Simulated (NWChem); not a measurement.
System: Si2H3F3; SMILES F[SiH2][SiH](F)F

```xyz
8

Si    -0.0901    -1.3069    -0.5286
F      0.7157    -2.3270     0.4790
Si    -0.0032     0.8578     0.3910
F     -0.9021     1.8112    -0.5888
F      1.5349     1.4048     0.3322
H      0.5668    -1.3264    -1.8793
H     -1.5139    -1.7737    -0.6457
H     -0.4987     1.0290     1.7946
```
Atoms are numbered in this order, from 1.

Program: NWChem. Geometry: optimised at PBE-D3(BJ)/def2-SVP. B3LYP is NWChem's, with the RPA form of VWN correlation. Field at 589 nm.

For level B3LYP/aug-cc-pVDZ:

| Quantity | Result |
|---|---|
| isotropic polarisability (bohr³) | 56.2 |

Task: Estimate the same quantities for level B3LYP/def2-SVP.

Result: The isotropic polarisability (bohr³) is 46.0.
